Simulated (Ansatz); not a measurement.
CH₂GaN, relaxed with RKS PBE0-D4/def2-TZVP in Ansatz from a PBE-D4/def2-SVP geometry. The force threshold is 0.005 eV/Å; the program also tests the step.

Charge 0, multiplicity 1. The bonds changed during the relaxation, so this is another structure than the one it started from.

Start:

```xyz
5

C    -0.124    0.883    0.174
N     0.441    0.653   -0.868
Ga   -0.259   -1.239    0.562
H    -0.506    1.674    0.841
H     0.447   -1.972   -0.709
```

```json
{"step": "1", "energy (eV)": "-54926.3699", "largest force (eV/Å)": "1.616", "largest move (Å)": "0.000"}
{"step": "2", "energy (eV)": "-54926.4077", "largest force (eV/Å)": "0.359", "largest move (Å)": "0.020"}
{"step": "3", "energy (eV)": "-54926.4096", "largest force (eV/Å)": "0.292", "largest move (Å)": "0.021"}
{"step": "4", "energy (eV)": "-54926.4122", "largest force (eV/Å)": "0.233", "largest move (Å)": "0.011"}
{"step": "5", "energy (eV)": "-54926.4217", "largest force (eV/Å)": "0.144", "largest move (Å)": "0.036"}
{"step": "6", "energy (eV)": "-54926.4279", "largest force (eV/Å)": "0.108", "largest move (Å)": "0.047"}
{"step": "7", "energy (eV)": "-54926.4312", "largest force (eV/Å)": "0.197", "largest move (Å)": "0.053"}
{"step": "8", "energy (eV)": "-54926.4378", "largest force (eV/Å)": "0.230", "largest move (Å)": "0.050"}
{"step": "9 (rejected)", "energy (eV)": "-54926.3969", "largest force (eV/Å)": "1.566", "largest move (Å)": "0.195"}
{"step": "10", "energy (eV)": "-54926.4493", "largest force (eV/Å)": "0.138", "largest move (Å)": "0.078"}
{"step": "11", "energy (eV)": "-54926.4503", "largest force (eV/Å)": "0.108", "largest move (Å)": "0.044"}
{"step": "12", "energy (eV)": "-54926.4515", "largest force (eV/Å)": "0.185", "largest move (Å)": "0.054"}
{"step": "13 (rejected)", "energy (eV)": "-54926.4515", "largest force (eV/Å)": "0.200", "largest move (Å)": "0.039"}
{"step": "14", "energy (eV)": "-54926.4525", "largest force (eV/Å)": "0.005", "largest move (Å)": "0.016"}
```

End:

```xyz
5

C    -0.076    1.186    0.055
N     0.444    0.798   -0.898
Ga   -0.284   -1.506    0.645
H    -0.540    1.656    0.897
H     0.456   -2.135   -0.698
```

It took 28 s on 2 threads of an Arm Neoverse V1 on a shared host, with 0.22 GiB of host memory at the peak.
